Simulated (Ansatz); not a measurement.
The same path of FGeH3 + H4Si (10 atoms, charge 0, multiplicity 1) was run twice with different band settings. Lost on the way: Ge1–F2, Si6–H10. Made: Ge1–Si6, F2–H10.

Level of theory: Ansatz, RKS PBE-D4/def2-SVP.

Relaxed end points:

```xyz
10
Properties=species:S:1:pos:R:3
Ge 0.544 -0.042 -0.249
F 0.881 -0.004 1.482
H 1.917 0.105 -0.950
H -0.389 1.159 -0.555
H -0.126 -1.406 -0.550
Si -3.063 0.038 1.405
H -3.134 -0.850 0.192
H -4.027 -0.460 2.445
H -3.424 1.441 1.004
H -1.666 0.018 1.957
```

```xyz
10
Properties=species:S:1:pos:R:3
Ge -0.398 -0.085 -0.491
F -0.145 0.015 2.659
H 0.662 0.950 -0.053
H -0.643 0.061 -2.018
H 0.137 -1.515 -0.226
Si -2.447 0.243 0.702
H -3.654 -0.061 -0.144
H -2.505 -0.727 1.869
H -2.568 1.632 1.256
H -0.925 -0.513 2.629
```

Common settings: movable images 5; climbing image yes; optimiser quadratic models (default); start path through a guess of the saddle point; force threshold 0.05 eV/Å; iteration limit 60; end points relaxed.

| run | spring |
| --- | --- |
| 1 | 5.0 eV/Å² |
| 2 | 0.1 eV/Å² |

Task: What does each run give, and how far can it be trusted?

Result: Run 1: converged after 14 iterations, highest image 1.874 eV above the first end. Neighbouring images differ by up to 1.6 eV, so the band resolves the path poorly. A vibrational analysis at the climbing image gives one clearly imaginary mode, 868i cm⁻¹: a first-order saddle point.
Run 2: converged after 22 iterations, highest image 1.873 eV above the first end. Neighbouring images differ by up to 1.3 eV, so the band resolves the path poorly. Another band between the same ends (5 images) ends at a top of the same energy, where a vibrational analysis finds 1 clearly imaginary mode.
The orbitals stay closed-shell, which can raise the energy where a bond breaks towards radicals; this wasn't checked here.
